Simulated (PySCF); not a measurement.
**Stretching KSe⁺**

Set-up: K def2-SVP, Se def2-SVP; no relativity (PySCF 2.14). Energies in eV from K⁺ + Se in their ground configurations at the same level. State: ³Σ⁻ (triplet), unpaired electrons π ↑↑.

All columns are PBE0. A positive dipole points towards Se; it is taken about the centre of mass and depends on that origin.

```
R (Å)  E (eV)   μ (D)  Mulliken charge on K (basis-dependent)  HOMO (eV)  LUMO (eV)  Mayer bond order  ⟨S²⟩
3.013  -0.251   -8.24                                    0.90     -11.76      -8.89              0.19  2.00
3.153  -0.343   -8.66                                    0.89     -11.62      -8.73              0.21  2.00
3.293  -0.389   -9.10                                    0.88     -11.47      -8.58              0.22  2.00
3.398  -0.405   -9.43                                    0.88     -11.36      -8.47              0.23  2.00
3.503  -0.408   -9.77                                    0.88     -11.24      -8.37              0.23  2.00
3.608  -0.404  -10.12                                    0.88     -11.13      -8.26              0.22  2.00
3.748  -0.389  -10.60                                    0.89     -10.97      -8.13              0.21  2.00
3.923  -0.362  -11.21                                    0.90     -10.79      -7.96              0.20  2.00
4.133  -0.324  -11.97                                    0.91     -10.57      -7.77              0.18  2.00
4.414  -0.273  -13.01                                    0.92     -10.30      -7.53              0.15  2.00
```

A fit through these points gives, at Re = 3.490 Å, μ = -9.73 D and dμ/dR = -3.28 D/Å; the reduced mass is 26.19 u.

Q: How strong is the fundamental in the double-harmonic approximation, I = 42.26·(dμ/dR)²/μred km/mol?

A: I = 42.26·(-3.28)²/26.19 = 17.4 km/mol at PBE0.

Spin–orbit coupling is left out. For an ion De counts to the pair picked by the measured ionisation energies or electron affinities, which need not be the lowest pair at this level. The state was picked by a PBE0 search and need not be the measured ground state.
